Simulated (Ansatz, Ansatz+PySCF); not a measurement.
```
atom   x (Å)   y (Å)    z (Å)
   B  0.0000  0.0000  -0.3026
   H  0.0000  0.0000   1.5133
```

Basis set: 6-31G (spherical functions). Frozen core: 1 orbital. Charge 0, multiplicity 1.

Computed with Ansatz (development build ahead of 0.2.0); each method stands on the lowest determinant of its kind that the runs found. Restricted open shells among the atoms or ions are ROHF, correlated in semicanonical orbitals with singles.

The atomization energy at this shape (free ground-state atoms in the same class of orbitals less the molecule, no zero-point energy) of singlet BH:

```
     method  atomization energy
RHF-CCSD(T)        196.0 kJ/mol
    RHF-MP2        160.5 kJ/mol
    UHF-MP2        149.5 kJ/mol
        UHF        105.8 kJ/mol
```

Q: What does PBE0 (unrestricted) give?

A: 211.2 kJ/mol. Caution for RHF-CCSD(T), RHF-MP2, UHF-MP2: bonds are stretched, where a single reference can fail. Caution for UHF-MP2: another reference gives a lower total. Caution for UHF-MP2, UHF: the unrestricted determinant is spin contaminated.

This basis has no polarisation functions and is too small for such energies, which can lie far from measured ones in either direction.
